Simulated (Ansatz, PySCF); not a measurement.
Gas-phase reaction (SMILES): C#C[SiH2][SiH2][SiH3] [disilanyl(ethynyl)silane] + 6 [H][H] (H2) -> 2 C (CH4) + 3 [SiH4] (SiH4); energy of full hydrogenation.

Each molecule is optimised on its own at B3LYP-D3(BJ)/def2-TZVP (Ansatz, an electronic-structure program), one conformer each, not searched for the lowest. Correlated levels leave the core frozen unless marked. Spin-orbit coupling is left out. Non-relativistic. CBS marks a two-point X^-3 extrapolation of the correlation energy; Hartree-Fock from the larger set. Thermal terms are rigid-rotor harmonic-oscillator values from B3LYP-D3(BJ) frequencies (Ansatz or PySCF) at 298.15 K and 1 atm. 1 Eh = 627.5095 kcal/mol.

```
species                E, CCSD(T)/CBS(cc-pV(T+d)Z,cc-pV(Q+d)Z) (Ansatz) (Eh)  E, PBE0-D4/def2-TZVPD (Ansatz + dftd4) (Eh)  H - E (Eh)
---------------------  -----------------------------------------------------  -------------------------------------------  ----------
C#C[SiH2][SiH2][SiH3]                                             -948.06755                                   -949.02579     0.08866
[H][H] (H2)                                                         -1.17450                                     -1.16831     0.01336
C (CH4)                                                            -40.45816                                    -40.47492     0.04840
[SiH4] (SiH4)                                                     -291.45815                                   -291.75741     0.03520
```

Question: Work out ΔE and ΔH at 298.15 K at the first level, then ΔH at the second.

Answer: 
1. ΔE = [2×(-40.45816) + 3×(-291.45815)] - [(-948.06755) + 6×(-1.17450)] = -0.17622 Eh = -110.6 kcal/mol at CCSD(T)/CBS(cc-pV(T+d)Z,cc-pV(Q+d)Z).
2. The terms H - E add up to 0.03358 Eh, so ΔH = (-0.17622 + (0.03358))×627.5095 = -89.5 kcal/mol.
3. At PBE0-D4/def2-TZVPD the same steps give ΔE = -117.0 and ΔH = -95.9 kcal/mol, a shift of -6.4 from the first level.
4. These values are not checked against measurement here, since the tables used lack a sound gas-phase enthalpy of formation for at least one species.
